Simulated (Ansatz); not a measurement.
Geometry optimisation, Ansatz, RKS PBE-D4/def2-SVP.

Input:

```yaml
crystal:
  periodic: [false, false, false]
  atoms:
    - { symbol: C, position_ang: [-1.1308, -0.5949, 1.3389] }
    - { symbol: O, position_ang: [-0.2294, 0.4929, 1.1825] }
    - { symbol: C, position_ang: [0.791, 0.182, 0.2329] }
    - { symbol: Si, position_ang: [0.6258, 0.4911, -1.5921] }
    - { symbol: F, position_ang: [0.291, 2.0344, -1.8658] }
    - { symbol: H, position_ang: [-1.6844, -0.7363, 0.3771] }
    - { symbol: H, position_ang: [-0.6701, -1.4565, 1.7034] }
    - { symbol: H, position_ang: [-1.89, -0.2142, 2.0502] }
    - { symbol: H, position_ang: [1.1525, -0.8378, 0.4494] }
    - { symbol: H, position_ang: [0.13539, 1.3599, 1.49127] }
    - { symbol: H, position_ang: [-0.6248, -0.3006, -2.0606] }
    - { symbol: H, position_ang: [1.7721, 0.0734, -2.344] }
basis:
  gaussian: { orbitals: def2-SVP }
hamiltonian:
  xc: pbe
  dispersion: d4
relax:
  f_tol: 0.02
  max_steps: 50
```

Launched with:

```bash
$ ansatz run input.yaml --threads 2 --pin off --max-ram 3072MiB --backend cpu --events-out ev --progress --plain --runs-dir out
```

Problem. Where does it end, and by what steps?

Solution. The forces met the threshold. After 21 steps the energy has fallen by 1.450 eV; H11 moved furthest, 0.90 Å.

```csv
step,energy less start (eV),largest force component (eV/Å),accepted
0,0.0000,3.813,yes
1,-0.8217,1.490,yes
2,-1.1005,0.755,yes
3,-1.2123,0.913,yes
4,-1.2636,2.236,yes
5,-1.3416,0.314,yes
6,-1.3366,0.457,no
7,-1.3697,0.079,yes
8,-1.3736,0.170,yes
9,-1.3785,0.136,yes
10,-1.3872,0.124,yes
11,-1.4009,0.279,yes
12,-1.3778,1.086,no
13,-1.4214,0.132,yes
14,-1.4337,0.174,yes
15,-1.4345,0.435,yes
16,-1.4463,0.188,yes
17,-1.4493,0.090,yes
18,-1.4496,0.074,yes
19,-1.4502,0.021,yes
20,-1.4504,0.022,yes
21,-1.4504,0.017,yes
```

```xyz
12
Properties=species:S:1:pos:R:3
C -1.198 -0.698 1.571
O -0.502 0.334 0.814
C 0.616 -0.145 -0.081
Si 0.614 0.583 -1.724
F 1.063 2.179 -1.933
H -1.561 -1.410 0.812
H -0.488 -1.204 2.256
H -2.028 -0.213 2.123
H 1.487 -0.369 0.560
H -0.271 1.093 1.399
H -0.786 0.556 -2.289
H 1.593 -0.212 -2.545
```

Time of the run: 26 s on 2 threads of Intel(R) Xeon(R) Platinum 8488C (Sapphire Rapids), with other jobs on the host, peak memory 0.17 GiB.
